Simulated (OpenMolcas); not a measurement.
## Cu VII: effect of the level shift or regulariser

```yaml
Program: OpenMolcas
Basis: ANO-RCC-VQZP [7s6p4d3f2g1h]
Scalar_Hamiltonian: DKH2, point nucleus
Active_space: 5 electrons in 10 orbitals (3d 4d)
State_averaging: 2S+1 = 6 even, 1 root; 2S+1 = 4 even, 24 roots; 2S+1 = 2 even, 52 roots
Spin-orbit_coupling: state interaction with AMFI integrals over the reference wave functions, term energies averaged over their components
```

Methods on the same reference wave functions:
A. CASSCF
B. MS-CASPT2, IPEA 0.25 Eh, imaginary shift 0.1 Eh (closed shells correlated: 3s 3p)
C. MS-CASPT2, IPEA 0.25 Eh, sigma2 regulariser 0.3 Eh (closed shells correlated: 3s 3p)

Energies in cm-1 above 3d5 6S 5/2, the measured ground level; measured values from the list in Gamrath, thesis, University of Mons (2023).

| Level | A | B | C | Measured |
| --- | --- | --- | --- | --- |
| 3d5 6S 5/2 | 0.0 | 0.0 | 0.0 | 0.0 |
| 3d5 4G 5/2 | 50866 | 47810 | 47810 |  |
| 3d5 4G 7/2 | 50994 | 47950 | 47950 |  |
| 3d5 4G 11/2 | 51066 | 48040 | 48040 |  |
| 3d5 4G 9/2 | 51080 | 48050 | 48050 |  |
| 3d5 4P 5/2 | 58163 | 52630 | 52630 | 50732 |
| 3d5 4P 3/2 | 58417 | 52900 | 52900 | 51067 |
| 3d5 4P 1/2 | 58794 | 53300 | 53300 | 51407 |
| 3d5 4D 7/2 | 63264 | 57410 | 57410 | 55742 |
| 3d5 4D 1/2 | 63552 | 57710 | 57710 | 56210 |
| 3d5 4D 3/2 | 63850 | 58030 | 58030 | 56428 |
| 3d5 4D 5/2 | 63933 | 58120 | 58120 | 56427 |
| 3d5 2I 11/2 | 72636 | 69930 | 69930 | 67757 |
| 3d5 2I 13/2 | 72919 | 70250 | 70250 | 67918 |
| 3d5 2D 5/2 [60 %] | 80742 | 73480 | 73480 |  |
| 3d5 2D 3/2 | 82218 | 74780 | 74780 | 72227 |
| 3d5 2F 7/2(1) | 84176 | 77130 | 77130 | 74408 |
| 3d5 4F 9/2 | 84878 | 78360 | 78360 | 75930 |
| 3d5 4F 5/2 | 84996 | 78350 | 78350 | 76019 |
| 3d5 4F 7/2 | 85141 | 78660 | 78660 | 76349 |
| 3d5 4F 3/2 | 85780 | 79110 | 79110 | 76886 |
| 3d5 2F 5/2(1) [50 %] | 86932 | 79990 | 79990 |  |

Deviations, from unrounded energies. A percentage is the sum of absolute deviations over the sum of measured energies, with the sign that they share, or ± where signs differ.

| Against measurement | Levels | A | B | C |
| --- | --- | --- | --- | --- |
| mean absolute deviation (cm-1) | 15 | 7800 | 2100 | 2100 |
| other terms of the ground configuration (%) | 15 | +12.1 | +3.2 | +3.2 |

B, C lie about equally close to measurement and A furthest from it. The largest miss of C in the table is 3d5 2F 7/2(1), by +2700 cm-1. The ranking rests on the paired levels alone, and a cruder setting can come out closer through cancelling errors.

Between B and C no level of the table moves by more than 5 cm-1.

The two smallest mean deviations differ by little beside CASPT2's spread within terms, so their order carries little weight.

From A to B the spin-free energies of the other terms of 3d5 shown, above 6S, scale by factors of 0.91 to 0.96, as is usual when dynamic correlation screens the repulsion within a d or f shell.

The lowest spin-free term lies below A's lowest term by 0.431 hartree in B, 0.431 hartree in C.

Term energies are means over components that CASPT2 splits; among the terms shown or strongly mixed into the levels shown the widest spread is 920 cm-1 (3d5 2I, C). Active for correlation alone: 4d; no level in the range computed is led by a configuration that fills it, so any true level of that kind is missing. Without dynamic correlation excited terms often stand tens of per cent too high (terms of higher spin than the ground term too low), and those without a measured partner can miss by more than the paired ones (holds for A). Some levels mix across a computed gap that differs much from the measured one, so their mixing is not that of the real levels (holds for A). Measured partners are found by configuration, term and J. A level has none where our copy of the source lacks it or the pairing is in doubt (some pairs that miss far off the trend of their configuration count as doubtful), and it then counts in no deviation. Levels of configurations outside the active space are missing. The table leaves out levels that lie high or whose names do not pair safely across all columns.

A share in square brackets marks a mixed level and gives the weight of the term that names it, the lowest over the columns. A number in round brackets counts repeated terms of one configuration in the order of the reference energies.
